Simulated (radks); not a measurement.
Problem. The mean radii <r> (bohr) of the occupied orbitals of an atom or ion are listed with their occupations. All-electron calculation, scalar-relativistic Kohn-Sham, B86b exchange with PBE correlation, spin-polarised, spherical densities, point nucleus. Program: a radial shooting solver on a logarithmic mesh with Libxc functionals.

| orbital | occ. | <r> |
|---|---|---|
| 1s up | 1 | 0.1987 |
| 1s down | 1 | 0.1987 |
| 2s up | 1 | 0.9380 |
| 2s down | 1 | 0.9375 |
| 3s up | 1 | 2.497 |

Name the element and its charge. Open shells, if any, are filled with parallel spins first.

Solution. Z = 8, oxygen, charge +3: O3+ in [He] 2s2 3s1. The 1s radius gives Z: for a bare nucleus <r> = (2 gamma + 1)/(2Z) with gamma = sqrt(1 - (Z/c)^2), 0.1873 bohr for Z = 8, and screening makes it slightly larger (0.1987 here). The occupations add up to 5, and the charge is Z minus that.
